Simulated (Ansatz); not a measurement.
Consider the ligand exchange at the Si–C bond: `C=C=C(N)[SiH3]` + `NC(O)(F)F` → `OC(F)(F)N[SiH3]` + `C=C=CN`.

Gas-phase electronic energies from Ansatz, PBE0-D4/def2-TZVP geometries. CCSD(T)/CBS adds triple-zeta CCSD(T) − MP2 to the extrapolated MP2 energy (def2 sets, frozen cores). Functionals use def2-TZVPP. One conformer a species, not always the lowest.

| level | ΔE (kJ/mol) |
| --- | --- |
| PBE0-D4 | -35.9 |
| PBE | -34.9 |
| MP2/def2-QZVPP | -39.9 |
| MP2/CBS(def2) | -39.7 |

(1) What does CCSD(T)/CBS give? (An estimate is asked.)

Largest T1 diagnostic among the species: 0.013.

## Answers

(1) Computed: -40.8 kJ/mol. The listed levels differ from it by 4.9, 5.9, 0.9, 1.1 kJ/mol.

In def2-TZVPP, CCSD(T) changes the Hartree–Fock value by +9.9 kJ/mol (the triples alone add +2.3 kJ/mol) and MP2 by +11.0 kJ/mol.
